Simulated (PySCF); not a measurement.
**Co⁻ (cobalt, charge -1) across methods**

[Ar] 3d8 4s2, high-spin 3F determinant. Calculation: PySCF 2.14, in aug-cc-pwCVTZ; no relativity, point nucleus.

```tsv
method	E (hartree)	mean ε 4s α (eV)	mean ε 3d β (eV)	mean ε 4s β (eV)	Σ⟨r²⟩ (bohr²)	⟨S²⟩
PBE0	-1382.554	0.286	0.388	0.590	66.35	2.018
r2SCAN	-1382.771	0.622	1.953	0.932	64.48	2.028
BP86	-1383.020	0.642	1.912	0.923	64.27	2.018
M06-L	-1382.738	0.632	2.078	1.061	63.35	2.030
PBE	-1382.559	0.777	2.064	1.045	65.38	2.019
M06	-1382.739	0.058	0.540	0.596	60.86	2.030
UHF	-1381.36145	-1.148	-5.337	-0.078	83.13	2.120
```

Q: Estimate the same row for LDA.

A: E (hartree) = -1380.244; mean ε 4s α (eV) = 0.670; mean ε 3d β (eV) = 2.071; mean ε 4s β (eV) = 0.934; Σ⟨r²⟩ (bohr²) = 63.59; ⟨S²⟩ = 2.020.

⟨S²⟩ = 2.12 against 2.00 shows spin contamination. The outer electron is barely bound at this level, so radii and moments hang on the diffuse functions.

The highest occupied level is positive at PBE0, r2SCAN, LDA, BP86, M06-L, PBE, M06: only the finite basis holds that electron, which in a density functional comes from self-interaction.
